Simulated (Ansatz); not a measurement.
One change: `OC[SiH2][TeH]` becomes `OC[SiH2]O`.

Ansatz, PBE0-D4/def2-TZVP geometries, multiplicity 1. Each molecule was computed in one conformer, which needn't be the lowest.

Elements past krypton have def2 core potentials.

```
                                          property  `OC[SiH2][TeH]`
             HOMO–LUMO gap (B3LYP/def2-TZVPP) / eV             5.43
                LUMO energy (PBE0/def2-TZVPP) / eV            -0.58
size of the dipole moment (ωB97M-V/def2-TZVPP) / D             1.56
             LUMO energy (ωB97M-V/def2-TZVPP) / eV             1.20
                 HOMO energy (PBE/def2-TZVPP) / eV            -5.43
             HOMO energy (ωB97M-V/def2-TZVPP) / eV            -8.55
```

What does the change do to each property? (Best estimate.)

Computed: 
```
                                          property  `OC[SiH2]O`  shift
             HOMO–LUMO gap (B3LYP/def2-TZVPP) / eV         6.93   1.50
                LUMO energy (PBE0/def2-TZVPP) / eV        -0.01   0.57
size of the dipole moment (ωB97M-V/def2-TZVPP) / D         2.47   0.91
             LUMO energy (ωB97M-V/def2-TZVPP) / eV         1.58   0.38
                 HOMO energy (PBE/def2-TZVPP) / eV        -5.93  -0.50
             HOMO energy (ωB97M-V/def2-TZVPP) / eV        -9.82  -1.27
```

With PBE0 the HOMO falls by 1.00 eV and the LUMO rises by 0.57 eV, so the gap widens by about 1.57 eV. PBE moves the HOMO by -0.50 eV and ωB97M-V by -1.27 eV. Dipoles are sizes alone; their direction can turn.

B3LYP here is the variant with VWN-RPA as its local correlation; programs differ in this.

Spin–orbit coupling is left out; it splits and shifts lone-pair levels of the heavy atoms by tenths of an eV.
